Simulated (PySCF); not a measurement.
O3Ta, neutral, multiplicity 2. Atoms are numbered in the order given.

```xyz
4

Ta     0.2033     0.1871     0.0000
O     -1.1239     1.2811     0.0000
O     -0.3657    -1.4940     0.7339
O     -0.3657    -1.4940    -0.7339
```
Charge 0, spin multiplicity 2.

Geometry optimised at r2SCAN-D4/def2-TZVP. The spin state was assumed, not searched. The def2 effective core potentials stand for the cores of Ta; spin–orbit coupling is left out.

Level of theory: PySCF with B3LYP/def2-TZVPD.

Mulliken values depend strongly on the basis, most of all with diffuse functions as here. ESP charges are fitted to the potential on shells at 1.4 to 2.0 van der Waals radii. Atomic charges (e):

```tsv
atom	ESP fit	Mulliken	Mulliken spin
Ta1	?	1.13	1.12
O2	?	-0.55	-0.04
O3	?	-0.29	-0.04
O4	?	-0.29	-0.04
```

### Question
Complete the blanks. (An estimate is asked for; the answer gives what the named calculation found.)

### Answer

- Ta1, ESP fit: 0.96
- O2, ESP fit: -0.47
- O3, ESP fit: -0.25
- O4, ESP fit: -0.25
